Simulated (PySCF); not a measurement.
Stepwise substitution at one centre (Sn F-OCH3). All species are isolated molecules in the gas phase. One relaxed conformer stands for each flexible species; it need not be the lowest. Strings in code marks are SMILES.

The S1–T1 gap (TDA) from two functionals at the same geometries (PBE0-D3(BJ)/def2-SVP), both in PySCF: PBE-D3(BJ)/def2-TZVP and TPSSh-D3(BJ)/def2-TZVP. Excitations are Tamm–Dancoff values on a coarser integration grid. The basis has no diffuse functions, so Rydberg states are missing or too high.

```
species                                                                                               PBE-D3(BJ)/def2-TZVP (eV)  TPSSh-D3(BJ)/def2-TZVP (eV)
----------------------------------------------------------------------------------------------------  -------------------------  ---------------------------
1 of 4 F replaced by OCH3 (`C[O][Sn]([F])([F])[F]`)                                                                        0.35                         0.39
2 of 4 F replaced by OCH3 (`[Sn]([O]C)([F])([F])[O]C` (C–O–Sn–F torsion 56°, F–Sn–O–C torsion -58°))                       0.30                         0.34
3 of 4 F replaced by OCH3 (`C[O][Sn]([F])([O]C)[O]C`)                                                                      0.32                         0.38
```

Over these rows, drawn at random from the members with no instability flagged (it was tested for open shells, ions and some series alone), PBE minus TPSSh-D3(BJ): mean -0.04 eV, from -0.06 eV to -0.04 eV.
